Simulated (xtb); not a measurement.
AlH4NO, SMILES [NH2][AlH][OH]. All values are semi-empirical tight-binding results from xtb (GFN2-xTB unless named), good for trends rather than for accurate numbers. The structure is a stationary point at GFN2-xTB. The values are those of a single conformer.

For metal compounds this method's bond lengths and energies can be far off.

Computed properties:
| Property | Result |
|---|---|
| point group as xtb finds it | Cs |
| orbital gap | 4.63 eV |
| zero-point energy | 27.0 kcal/mol |
| G − E(el) at 298.15 K (modified RRHO) | 10.0 kcal/mol |
